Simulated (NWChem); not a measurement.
# One site exchanged: H, Cl, Br, F

Each species was optimised at PBE0/def2-SVP with NWChem, gas phase unless a solvent is named. All stand in one matching conformer (torsions within 35°), which need not be the lowest. This build's default masses of Se (78.918 u) and Br (79.917 u) are each other's, which moves their modes by up to 0.6 %. Shieldings are non-relativistic GIAO values without spin-orbit effects.

A: BN (BNH$_{4}$)
B: ClBN (BNH3Cl)
C: NBBr (BNH₃Br)
D: NBF (BNH3F)

| quantity | A (H) | B (Cl) | C (Br) | D (F) |
|---|---|---|---|---|
| Pauling electronegativity of the site (pymatgen's table) | 2.20 | 3.16 | 2.96 | 3.98 |
| electrons in the molecule | 16 | 32 | 50 | 24 |
| dipole (D), PBE0/def2-SVP | 2.23 | 2.82 | 2.99 | 2.55 |
| orbital gap (eV), PBE0/def2-SVP | 9.12 | 8.78 | 8.12 | 9.71 |
| highest harmonic frequency (cm⁻¹), PBE0/def2-SVP | 3730 | 3741 | 3736 | 3757 |
| static polarisability, B3LYP/def2-SVPD (bohr³) | 26.6 | 38.9 | 46.7 | 25.4 |
| lowest singlet excitation, B3LYP/def2-SVPD, TDA (eV) | 7.19 | 6.90 | 6.21 | 7.45 |
| 11B shift against boron trifluoride, PBE/pcSseg-1 (ppm) | 25.7 | 22.8 | 26.3 | 14.9 |
| 11B shift against boron trifluoride, KT2/pcSseg-1 (ppm) | 23.8 | 21.0 | 24.2 | 13.9 |

“Dipole (D), PBE0/def2-SVP” runs from 2.23 in A (H) to 2.99 in C (Br), rising in step with the number of electrons. “Orbital gap (eV), PBE0/def2-SVP” runs from 8.12 in C (Br) to 9.71 in D (F), in no step with either the site's electronegativity or the electron count. “Highest harmonic frequency (cm⁻¹), PBE0/def2-SVP” runs from 3730 in A (H) to 3757 in D (F), rising in step with the site's electronegativity. “Static polarisability, B3LYP/def2-SVPD (bohr³)” runs from 25.4 in D (F) to 46.7 in C (Br), in no step with either the site's electronegativity or the electron count. “Lowest singlet excitation, B3LYP/def2-SVPD, TDA (eV)” runs from 6.21 in C (Br) to 7.45 in D (F), in no step with either the site's electronegativity or the electron count. “11B shift against boron trifluoride, PBE/pcSseg-1 (ppm)” runs from 14.9 in D (F) to 26.3 in C (Br), in no step with either the site's electronegativity or the electron count. “11B shift against boron trifluoride, KT2/pcSseg-1 (ppm)” runs from 13.9 in D (F) to 24.2 in C (Br), in no step with either the site's electronegativity or the electron count. The order by orbital gap (eV) is the same as the order by lowest singlet excitation.

These are trends among computed rows of three or four species; they are not measurements.
